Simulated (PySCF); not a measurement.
PySCF input file for TaBr3, SMILES [Br][Ta]([Br])[Br] (connectivity only; charge and spin as stated), neutral, multiplicity 3, PBE-D3(BJ)/def2-SVP. The structure is a stationary point at PBE-D3(BJ)/def2-SVP. The multiplicity is an assumed one; other spin states were not compared. The def2 effective core potentials stand for the cores of Ta; spin–orbit coupling is left out.

```python
import numpy as np
from pyscf import gto, scf, dft, df
from pyscf.hessian import thermo

mol = gto.M(
    atom='''
    Ta    0.00000000    0.00000000   -0.08515042
    Br    0.00000000    0.00000001   -2.51773880
    Br    0.00000000   -1.99161151    1.34766912
    Br    0.00000000    1.99161150    1.34766914
    ''',
    basis='def2-SVP',
    ecp={'Ta': 'def2-svp'},
    charge=0,
    spin=2,
    max_memory=1600,
    verbose=3,
)
mf = dft.UKS(mol, xc='pbe').density_fit(auxbasis='def2-universal-jkfit')
mf.disp = 'd3bj'
mf.grids.level = 3
mf.conv_tol = 1e-11
mf.max_cycle = 100
mf.kernel()
fine, coarse = mf.grids, dft.Grids(mol).set(level=1).build(with_non0tab=True)
for _ in range(3):  # follow internal instabilities
    mf.grids = coarse
    mo, _, stable, _ = mf.stability(return_status=True, nroots=4)
    mf.grids = fine
    if stable:
        break
    mf.kernel(mf.make_rdm1(mo, mf.mo_occ))

# [left out here: the lines that compute and print the analytic Hessian (its translational invariance restored by hand, since the grid's response is missing), thermochemistry and intensities]
```

Program output:

```

WARN: HOMO -0.421551369113868 >= LUMO -0.455013352424322


WARN: HOMO 0.135089383436349 >= LUMO 0.128368709206959


WARN: HOMO -0.0212500602274952 >= LUMO -0.0519455415605596


WARN: HOMO -0.18175397434459 >= LUMO -0.215866215801742

converged SCF energy = -7777.56098245647  <S^2> = 2.0110176  2S+1 = 3.0073361
<class 'pyscf.df.df_jk.DFUKS'> wavefunction is stable in the internal stability analysis

WARN: DFTD3 does not support analytical Hessian, using finite difference


WARN: Mole.unit (angstrom) is changed to Bohr

Mode                                 0                   1                   2
Irrep
Freq [cm^-1]                       26.9226             47.8671             62.7185
Reduced mass [au]                  91.0218            117.0505             85.5518
Force const [Dyne/A]                0.0389              0.1580              0.1983
Char temp [K]                      38.7356             68.8701             90.2380
Normal mode                   x     y     z       x     y     z       x     y     z
       0  Ta                 0.00  0.03 -0.00   -0.06  0.00  0.00    0.00  0.00  0.03
       1  Br                -0.00 -0.08 -0.00    0.05 -0.00  0.00   -0.00 -0.00  0.03
       2  Br                -0.00 -0.00 -0.05    0.04 -0.00 -0.00   -0.00 -0.05 -0.05
       3  Br                -0.00 -0.00  0.05    0.04  0.00 -0.00   -0.00  0.05 -0.05
Mode                                 3                   4                   5
Irrep
Freq [cm^-1]                      228.5114            243.1874            285.6898
Reduced mass [au]                  79.9303             99.3323            106.8045
Force const [Dyne/A]                2.4591              3.4612              5.1360
Char temp [K]                     328.7770            349.8925            411.0440
Normal mode                   x     y     z       x     y     z       x     y     z
       0  Ta                -0.00 -0.00  0.00   -0.00 -0.04  0.00   -0.00  0.00  0.05
       1  Br                 0.00 -0.00  0.07    0.00 -0.00 -0.00    0.00 -0.00 -0.07
       2  Br                 0.00  0.05 -0.04    0.00  0.05 -0.04    0.00  0.03 -0.02
       3  Br                 0.00 -0.05 -0.04    0.00  0.05  0.04    0.00 -0.03 -0.02
temperature 298.1500 [K]
pressure 101325.00 [Pa]
Rotational constants [GHz] 0.79728 0.63325 0.35293
Symmetry number 2
Zero-point energy (ZPE) 0.00204 [Eh]   5352.671 [J/mol]
                           tot       elec      trans        rot        vib
Entropy [J/mol/K]       406.519      9.134    184.098    127.570     85.717
Cv [J/mol/K]             71.832      0.000     12.472     12.472     46.889
Cp [J/mol/K]             80.147      0.000     20.786     12.472     46.889
Internal energy [J/mol]                      3718.434   3718.434  15812.302
Internal energy [Eh]   -7777.55213  -7777.56098
Enthalpy [J/mol]                             6197.391   3718.434  15812.302
Enthalpy [Eh]          -7777.55118
Gibbs free energy [J/mol]                  -48691.304 -34316.534  -9744.344
Gibbs free energy [Eh] -7777.59735
mode   freq/cm-1   IR/(km/mol)
   1       26.92         3.174
   2       47.87         0.544
   3       62.72         0.023
   4      228.51         0.002
   5      243.19        66.405
   6      285.69        40.569
max |gradient| / (hartree/bohr): 3.136676026549261e-05
APT charges: [ 1.5008 -0.467  -0.5169 -0.5169]
```

The run converged.
